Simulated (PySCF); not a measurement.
**C$_{6}$H$_{9}$O$_{2}$P: full NMR table**

```yaml
Formula: C6H9O2P
SMILES: C#CP1(=O)CCOCC1
InChI: InChI=1S/C6H9O2P/c1-2-9(7)5-3-8-4-6-9/h1H,3-6H2
Point_group_of_the_computed_structure: Cs
Carbon_signals: 4
Proton_signals: 5
```

Mapped SMILES: `[CH:1]#[C:2][P:3]1(=[O:4])[CH2:5][CH2:6][O:7][CH2:8][CH2:9]1` (H(Xn): hydrogen on atom n).

Fast rotation and ring inversion assumed for equivalent nuclei, no solvent, relativity neglected, one computed conformer. GIAO B3LYP/pcSseg-1 shieldings; PBE0-D3(BJ)/def2-SVP structure; PySCF.

Scale: ¹H, ¹³C against TMS; H3PO4 for ³¹P; ¹⁷O vs H2O (reference shieldings calculated alike).

```tsv
carbon	δC, type	δH (multiplicity)	HMBC from (2–3 bonds)	span of the C tensor (ppm)
C1	95.0, CH	2.64 (m)	–	221
C2	82.6, C	–	H(C1), Hb(C5)/Ha(C9), Ha(C5)/Hb(C9)	297
C5/C9	36.9, CH2	Ha(C5) 1.60 (m); Hb(C5) 1.80 (m)	Ha(C6)/Ha(C8), Hb(C6)/Hb(C8), Hb(C5)/Ha(C9), Ha(C5)/Hb(C9)	24
C6/C8	68.6, CH2	Ha(C6) 4.07 (m); Hb(C6) 3.38 (m)	Ha(C6)/Ha(C8), Hb(C6)/Hb(C8), Hb(C5)/Ha(C9), Ha(C5)/Hb(C9)	79
```

Other nuclei:
```csv
atoms,nucleus,environment,δ (ppm),σ (ppm)
P3,³¹P,"phosphorus bonded to 3 C, O, in a 6-membered ring",-21.3,318.7
O4,¹⁷O,P=O oxygen,125.1,209.0
O7,¹⁷O,ether oxygen,56.6,277.4
```

- δC 95.0: terminal alkyne carbon; sp carbons lie upfield of alkene carbons because the cylindrical π system leaves one tensor component strongly shielded.
- δC 82.6: alkyne carbon; sp carbons lie upfield of alkene carbons because the cylindrical π system leaves one tensor component strongly shielded.
- δC 68.6: sp3 CH2 bonded to O; deshielded by the electronegative neighbour.
- δH 4.07, 3.38: hydrogen on an sp3 CH2 bonded to O; its carbon carries O, hence the downfield position.
- δH 2.64: hydrogen on a terminal alkyne carbon; it lies on the axis of the triple bond, in its shielding cone.

Splittings by ³¹P in the carbon and heteronuclear signals aren't shown, as no couplings were computed. Shifts are as computed. Against solution values, carbons near 30 ppm lie about +2 ppm off and those near 130 ppm about +6 ppm. Of 1309 compounds with measured shifts, 239 miss one by over three times the rms of a fit or turn the order of signals round; such compounds aren't used in these exercises. Experimental scales use liquid or dissolved standards, which lie at an offset from isolated H2O (liquid H2O: subtract about 36 ppm) and H3PO4. No couplings were computed; multiplicities are counted from neighbouring protons, with m where these are inequivalent, close in shift, in a saturated or five-membered ring or joined by F or P, and br s for small geminal =CH2 splittings.
